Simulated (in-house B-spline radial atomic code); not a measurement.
## RPA and G0W0 on HSE06: the neon ion Ne⁸⁺

Configuration 1s2, mean-field start HSE06. Computed with a B-spline radial code for spherical atoms: all electrons, non-relativistic, point nucleus, each spin shell either full or empty, empty states to l = 9 with an (l + 1/2)⁻⁴ tail; G0W0 by contour deformation at full frequency.

Relativity, left out, deepens the 1s level by about Z⁴α²/8 hartree.

Command:
```bash
python run_gw.py task.json out
```
Settings (radii: box in bohr, nucleus in fm):
```
Z                        10
electrons                2
configuration            1s2
hamiltonian              nr
method                   hse06
lmax                     9
spin_polarised           False
box_radius               7.7
intervals                44
ion_configuration        1s1
```

Run time, properties included: 0.4 s on 1 thread of Intel(R) Xeon(R) 6975P-C (shared host).

Energies (hartree):

```json
{"term": "mean-field total", "value": "-93.82800"}
{"term": "Hartree-Fock functional on these orbitals", "value": "-93.86026"}
{"term": "direct second order", "value": "-0.092654"}
{"term": "second-order exchange", "value": "0.046328"}
{"term": "SOSEX correction", "value": "0.045147"}
```

(1) What is the RPA correlation energy, and what remains with SOSEX?

Quasi-particle levels (eV):

| level | occupied | mean field | Σx - vxc | Σc | QP weight | G0W0 |
| --- | --- | --- | --- | --- | --- | --- |
| 1s | yes | -1149.65 | -45.50 | ? | ? | ? |
| 2s | no | -246.56 | 8.14 | -0.22 | 1.000 | -238.65 |

G0W0 = mean field + (Σx - vxc) + Σc, with Σc (partial-wave tail included) taken at the quasi-particle energy.

(2) Where does G0W0 put 1s?

(3) What does it cost to remove one electron (to 1s1) by differences of total energies, each species on its own start (correlation terms add to the Hartree-Fock functional)?

Answers

(1) RPA gives -0.090293 hartree (-1.23 eV per electron); RPA + SOSEX gives -0.045145, and the second-order doubles -0.046326 hartree (no singles). SOSEX takes back 50 % of the RPA value, the self-correlation of each of the two electrons.

(2) At -1194.57 eV, with Σc = 0.58 eV and a quasi-particle weight of 0.997. The tabulated removal energy is 1195.808 eV (NIST, tabulated theory).

(3) HSE06 1193.69 eV, Hartree-Fock functional 1193.51 eV, + RPA 1195.35 eV, + RPA + SOSEX 1194.74 eV, + second order 1194.77 eV. Tabulated: 1195.808 eV (NIST, tabulated theory).
